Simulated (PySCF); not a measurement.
## Ionisation energy of Bi⁵²⁺ by level of theory

Bi⁵²⁺ [Ar] 3d10 4s2 4p1 (2P) → Bi⁵³⁺ [Ar] 3d10 4s2 (1S), as a difference of total energies. Computed with PySCF 2.14 in an uncontracted even-tempered set (18 s from 6.6 bohr⁻², ratio 2.5; 14 p from 8.6 bohr⁻², ratio 2.5; 8 d from 15 bohr⁻², ratio 2.5; 4 f from 42 bohr⁻², ratio 2.7; 4 g from 63 bohr⁻², ratio 2.7), with the spin-free X2C one-electron Hamiltonian (Gaussian nucleus). Correlated levels: outer shells: [Ne] frozen; virtual orbitals above 40 to 60 times the deepest correlated orbital energy dropped. The calculations carry no spin-orbit coupling.

| method | ionisation energy (eV) |
| --- | --- |
| UHF | 3020.7 |
| MP2 (outer shells) | 3021.8 |
| SCS-MP2 (outer shells) | 3021.7 |
| CCSD (outer shells) | 3021.9 |
| CCSD(T) (outer shells) | 3021.9 |

Breit and QED terms and the two-electron picture change are absent.

The reference lies between the lowest fine-structure levels, while these numbers refer to the centres of the terms.

For comparison: 3151 ± 4 eV (theoretical estimate listed by NIST; NIST Atomic Spectra Database, ionization energies).
